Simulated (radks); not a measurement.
Spherical quantum dot in the effective-mass picture: electrons in a hard-walled sphere of radius 1.53, with a point charge +1 (a donor) at the centre, all in effective atomic units (hartree* = m*/eps^2 hartree, bohr* = eps/m* bohr), one dielectric constant everywhere. Method: non-relativistic Kohn-Sham, PBEsol, spin-polarised, spherical densities; computed with a radial shooting solver with Libxc functionals. Levels are named by radial order and angular momentum (1s, 1p, 1d, 2s, ...), and open shells are averaged over m. Results are scaled to m* = 0.156 and eps = 10.6, for which hartree* = 37.78 meV and bohr* = 3.596 nm. Each electron was tried in the lowest free levels, single moves between levels near the top were tried too, and the lowest total energy was kept; such a search can miss a lower state. At N = 1 the Hartree and exchange-correlation terms need not cancel, so that row can carry a self-interaction error.

N        open shells  2S  mu = E(N) - E(N-1) (meV)  addition energy mu(N+1) - mu(N) (meV)  e(HOMO) (meV)  rms radius (nm)
1   1s(up 1, down 0)   1                    15.905                                  46.40         33.502            2.678
2               none   0                    62.301                                  126.8         79.450            2.765
3   1p(up 1, down 0)   1                    189.06                                  31.97         204.71            3.006
4   1p(up 2, down 0)   2                    221.03                                  33.18         237.52            3.129
5   1p(up 3, down 0)   3                    254.21                                  43.99         270.96            3.209
6   1p(up 3, down 1)   2                    298.20                                  31.34         313.59            3.269
7   1p(up 3, down 2)   1                    329.54                                  32.41         345.65            3.316
8               none   0                    361.95                                  130.2         378.32            3.355
9   1d(up 1, down 0)   1                    492.16                                  30.90         507.55            3.413
10  1d(up 2, down 0)   2                    523.05                                  31.16         538.60            3.460
11  1d(up 3, down 0)   3                    554.21                                  31.31         569.84            3.500
12  1d(up 4, down 0)   4                    585.52                                  31.40         601.20            3.534
13  1d(up 5, down 0)   5                    616.91                                  40.94         632.63            3.564
14  1d(up 5, down 1)   4                    657.85                                  30.46         673.02            3.590
15  1d(up 5, down 2)   3                    688.31                                  30.72         703.64            3.614
16  1d(up 5, down 3)   2                    719.03                                  30.88         734.45            3.636
17  1d(up 5, down 4)   1                    749.91                                  30.98         765.39            3.656
18              none   0                    780.89                                  90.34         796.40            3.674
19  2s(up 1, down 0)   1                    871.23                                  48.22         891.19            3.660
20              none   0                    919.44                                  70.75         939.30            3.645
21  1f(up 1, down 0)   1                    990.20                                  30.04         1005.2            3.669
22  1f(up 2, down 0)   2                    1020.2                                  30.10         1035.3            3.690
23  1f(up 3, down 0)   3                    1050.3                                  30.15         1065.4            3.710
24  1f(up 4, down 0)   4                    1080.5                                  30.18         1095.6            3.728
25  1f(up 5, down 0)   5                    1110.7                                  30.20         1125.8            3.745
26  1f(up 6, down 0)   6                    1140.9                                  30.22         1156.0            3.761
27  1f(up 7, down 0)   7                    1171.1                                  38.72         1186.2            3.776
28  1f(up 7, down 1)   6                    1209.8                                  29.77         1224.7            3.790
29  1f(up 7, down 2)   5                    1239.6                                  29.83         1254.5            3.803
30  1f(up 7, down 3)   4                    1269.4                                  29.88         1284.3            3.816
31  1f(up 7, down 4)   3                    1299.3                                      -         1314.2            3.828

All shells are closed at N = 2, 8, 18, 20 (there: 1s2 1p6 1d10 2s2); the second difference of the energy has clear peaks (12 % above both neighbours; the first and last values, which can be the largest, are not judged, and half-filled shells can peak too) at N = 2, 5, 8, 13, 18, 20, 27.
